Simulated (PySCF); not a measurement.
C7H8N2O.
Bonds: O1–C2 (double), C2–C3, C3–C4 (aromatic), C4–C5 (aromatic), C5–N6 (aromatic), N6–N7 (aromatic), N7–C8, C8–C9, C9–C10, C3–N7 (aromatic), C8–C10. Hydrogens: H11 on C2; H12 on C4; H13 on C5; H14 on C8; H15, H16 on C9; H17, H18 on C10.

The same species was optimised twice, with GFN2-xTB and with PBE0-D3(BJ)/def2-SVP (PySCF), and the same property calculations (PySCF, gas phase) were run on both structures.

```json
{"coordinate": "C2–C3 (Å)", "GFN2-xTB": "1.441", "PBE0-D3(BJ)/def2-SVP": "1.458", "change": "+0.017"}
{"coordinate": "N7–C8 (Å)", "GFN2-xTB": "1.419", "PBE0-D3(BJ)/def2-SVP": "1.436", "change": "+0.017"}
{"coordinate": "C4–C5 (Å)", "GFN2-xTB": "1.388", "PBE0-D3(BJ)/def2-SVP": "1.399", "change": "+0.011"}
{"coordinate": "C8–C9 (Å)", "GFN2-xTB": "1.502", "PBE0-D3(BJ)/def2-SVP": "1.496", "change": "-0.006"}
{"coordinate": "C8–C10 (Å)", "GFN2-xTB": "1.502", "PBE0-D3(BJ)/def2-SVP": "1.497", "change": "-0.005"}
{"coordinate": "C5–N6 (Å)", "GFN2-xTB": "1.328", "PBE0-D3(BJ)/def2-SVP": "1.334", "change": "+0.006"}
{"coordinate": "C9–C10 (Å)", "GFN2-xTB": "1.495", "PBE0-D3(BJ)/def2-SVP": "1.499", "change": "+0.004"}
{"coordinate": "N6–N7 (Å)", "GFN2-xTB": "1.314", "PBE0-D3(BJ)/def2-SVP": "1.316", "change": "+0.002"}
{"coordinate": "C3–C4 (Å)", "GFN2-xTB": "1.398", "PBE0-D3(BJ)/def2-SVP": "1.396", "change": "-0.002"}
{"coordinate": "C3–N7 (Å)", "GFN2-xTB": "1.364", "PBE0-D3(BJ)/def2-SVP": "1.367", "change": "+0.003"}
{"coordinate": "O1=C2 (Å)", "GFN2-xTB": "1.210", "PBE0-D3(BJ)/def2-SVP": "1.210", "change": "0.000"}
{"coordinate": "N7–C8–C9 (°)", "GFN2-xTB": "118.0", "PBE0-D3(BJ)/def2-SVP": "118.9", "change": "+0.9"}
{"coordinate": "N7–C8–C10 (°)", "GFN2-xTB": "118.1", "PBE0-D3(BJ)/def2-SVP": "118.8", "change": "+0.7"}
{"coordinate": "C5–N6–N7 (°)", "GFN2-xTB": "107.0", "PBE0-D3(BJ)/def2-SVP": "106.4", "change": "-0.6"}
{"coordinate": "C2–C3–C4 (°)", "GFN2-xTB": "128.0", "PBE0-D3(BJ)/def2-SVP": "127.4", "change": "-0.6"}
{"coordinate": "C9–C8–C10 (°)", "GFN2-xTB": "59.7", "PBE0-D3(BJ)/def2-SVP": "60.1", "change": "+0.4"}
{"coordinate": "O1–C2–C3 (°)", "GFN2-xTB": "127.0", "PBE0-D3(BJ)/def2-SVP": "126.5", "change": "-0.5"}
{"coordinate": "C3–N7–N6 (°)", "GFN2-xTB": "111.8", "PBE0-D3(BJ)/def2-SVP": "112.2", "change": "+0.4"}
{"coordinate": "C3–C4–C5 (°)", "GFN2-xTB": "104.8", "PBE0-D3(BJ)/def2-SVP": "104.5", "change": "-0.3"}
{"coordinate": "O1–C2–C3–C4 (°)", "GFN2-xTB": "180", "PBE0-D3(BJ)/def2-SVP": "180", "change": "0"}
{"coordinate": "N6–N7–C8–C9 (°)", "GFN2-xTB": "-34", "PBE0-D3(BJ)/def2-SVP": "-34", "change": "0"}
```

Rotational constants: A = 1880, B = 1396, C = 854.8 MHz (GFN2-xTB) against A = 1863, B = 1382, C = 846.2 MHz (PBE0-D3(BJ)/def2-SVP). Point groups within 0.08 Å: Cs and Cs. Atoms that the bonding makes alike are paired by their places after alignment.

On the GFN2-xTB structure: HOMO (eV) -7.28 [PBE0/pcSseg-1]; LUMO (eV) -1.84 [PBE0/pcSseg-1]; dipole (D) 1.44 [PBE0/pcSseg-1]; GIAO shielding of O1 (ppm) -284.0 [PBE0/pcSseg-1]; GIAO shielding of C2 (ppm) 2.3 [PBE0/pcSseg-1]; GIAO shielding of C3 (ppm) 42.5 [PBE0/pcSseg-1]; GIAO shielding of C4 (ppm) 64.6 [PBE0/pcSseg-1]; GIAO shielding of C5 (ppm) 45.4 [PBE0/pcSseg-1]; GIAO shielding of N6 (ppm) -82.5 [PBE0/pcSseg-1]; GIAO shielding of N7 (ppm) 17.3 [PBE0/pcSseg-1]; GIAO shielding of C8 (ppm) 154.9 [PBE0/pcSseg-1].

Problem. What do these properties become on the PBE0-D3(BJ)/def2-SVP structure?

Solution. 
```csv
property,level,on GFN2-xTB,on PBE0-D3(BJ)/def2-SVP,change
HOMO (eV),PBE0/pcSseg-1,-7.28,-7.27,+0.01
LUMO (eV),PBE0/pcSseg-1,-1.84,-1.83,+0.01
dipole (D),PBE0/pcSseg-1,1.44,1.37,-0.07
"energy, GFN2-xTB geometry as zero (kcal/mol)",PBE0/pcSseg-1,0.0,-0.6,-0.6
GIAO shielding of O1 (ppm),PBE0/pcSseg-1,-284.0,-287.8,-3.8
GIAO shielding of C2 (ppm),PBE0/pcSseg-1,2.3,1.5,-0.8
GIAO shielding of C3 (ppm),PBE0/pcSseg-1,42.5,41.2,-1.3
GIAO shielding of C4 (ppm),PBE0/pcSseg-1,64.6,63.4,-1.2
GIAO shielding of C5 (ppm),PBE0/pcSseg-1,45.4,43.2,-2.2
GIAO shielding of N6 (ppm),PBE0/pcSseg-1,-82.5,-82.5,0.0
GIAO shielding of N7 (ppm),PBE0/pcSseg-1,17.3,16.2,-1.1
GIAO shielding of C8 (ppm),PBE0/pcSseg-1,154.9,151.6,-3.3
```

The heavy atoms differ by 0.015 Å rms after alignment (one structure mirrored). Among bonds between heavy atoms C2–C3 and N7–C8 change most and about equally (+0.017 Å). Changes are differences of the printed values. Neither structure is proved a minimum here.

Shape of the structure used: `[O:1]=[CH:2][c:3]1[cH:4][cH:5][n:6][n:7]1[CH:8]1[CH2:9][CH2:10]1`: O1–C2–C3–C4 180°, N6–N7–C8–C9 -34°.
